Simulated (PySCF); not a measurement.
C8H9O (doublet state).
Z-matrix (Å and degrees, GFN2-xTB geometry), rows numbered from 1:
```
C 
C   1  1.5077
O   2  1.2122  1  121.63
C   2  1.4845  1  116.95  3  -179.89
C   4  1.3362  2  118.52  1   179.33
C   5  1.4867  4  126.23  2  -179.94
C   6  1.5229  5  111.30  4     0.06
C   7  1.2964  6  120.16  5    -0.05
C   8  1.4627  7  130.80  6    -0.07
H   1  1.0869  2  109.32  3    -0.48
H   1  1.0877  2  110.33  3  -120.74
H   1  1.0879  2  110.21  3   119.73
H   5  1.0838  4  117.79  2     0.02
H   6  1.0962  5  109.70  4   121.52
H   6  1.0962  5  109.66  4  -121.45
H   7  1.0791  6  115.99  5   179.95
H   9  1.0952  4  109.90  2    58.85
H   9  1.0953  4  109.83  2   -59.22
```

The hyperfine couplings belong to this conformer and change with its torsions.

The species is `CC(=O)C1=CCC=[C]C1` [radical].

Computed, not measured: PySCF 2.14.0, UKS B3LYP, pcH-1 on C H O, non-relativistic, mean-field spin-orbit, GIAO. One conformer (not necessarily the lowest) at the GFN2-xTB geometry, without solvent, vibrations or thermal averaging. The geometry wasn't refined by DFT: couplings that depend on bond lengths, twists or pyramidal angles can differ widely from those at the functional's own minimum.

Q: What are Nα, Nβ and the exact ⟨S²⟩?

A: 65 electrons with 2S = 1: 33 α and 32 β; S(S+1) = 0.75.

Mulliken spin populations, one withheld:

| atom | bound to | population |
| --- | --- | --- |
| C1 | C2, H10, H11, H12 | -0.0001 |
| C2 | C1, O3, C4 | +0.0057 |
| O3 | C2 | +0.0068 |
| C4 | C2, C5, C9 | +0.0563 |
| C5 | C4, C6, H13 | -0.0140 |
| C6 | C5, C7, H14, H15 | +0.0824 |
| C7 | C6, C8, H16 | ? |
| C8 | C7, C9 | +0.9991 |
| C9 | C8, C4, H17, H18 | -0.0384 |
| H10 | C1 | -0.0001 |
| H11 | C1 | +0.0002 |
| H12 | C1 | +0.0001 |
| H13 | C5 | +0.0037 |
| H14 | C6 | -0.0030 |
| H15 | C6 | -0.0030 |
| H16 | C7 | +0.0348 |
| H17 | C9 | +0.0062 |
| H18 | C9 | +0.0062 |

Q: What does C7 hold?

A: The populations add up to Nα − Nβ = 1, and the others sum to 1.1429, so C7 holds -0.143.

Q: Sum the populations by element and by sign.

A: Carbon +0.95, hydrogen +0.05, oxygen +0.01. The positive populations sum to 1.20, the negative ones to -0.20.

Q: With ⟨S²⟩ = 0.7585, find the sum of squared α–β overlaps and estimate the admixture of higher spin.

A: Σ|⟨iα|jβ⟩|² over occupied orbitals = Nβ − [⟨S²⟩ − S(S+1)] = 32 − 0.0085 = 31.9915. If the quartet state (S + 1) were the only admixture, its weight would be 0.0085/(2S + 2) = 0.28 %. For Kohn–Sham this describes the determinant of the orbitals, not the true wave function.

Q: What Fermi-contact NMR shifts do the couplings of C2, C4, C5, C6, C7, C9, H13 imply at 298 K (Curie law, g = gₑ)?

A: δ = a_FC·h·gₑ μB S(S+1)/(3 g_N μN kT), with k/h = 20836.6 MHz/K:

| nuclei | isotope | a_FC (MHz) | g_N | contact shift (ppm) |
| --- | --- | --- | --- | --- |
| C2 | 13C | 11.45 | 1.4048 | +1207 |
| C4 | 13C | 39.49 | 1.4048 | +4161 |
| C5 | 13C | -5.92 | 1.4048 | -624 |
| C6 | 13C | 54.49 | 1.4048 | +5741 |
| C7 | 13C | 5.17 | 1.4048 | +544 |
| C9 | 13C | 24.25 | 1.4048 | +2555 |
| H13 | 1H | 9.76 | 5.5857 | +259 |

The shifts go as 1/T: at 348 K they are 0.856 times these.

On one thread, Arm Neoverse V1 (aarch64), no GPU (shared host), this took 2.1 min wall (with the writing of density and orbital grids) and 0.98 GiB of memory at its peak.
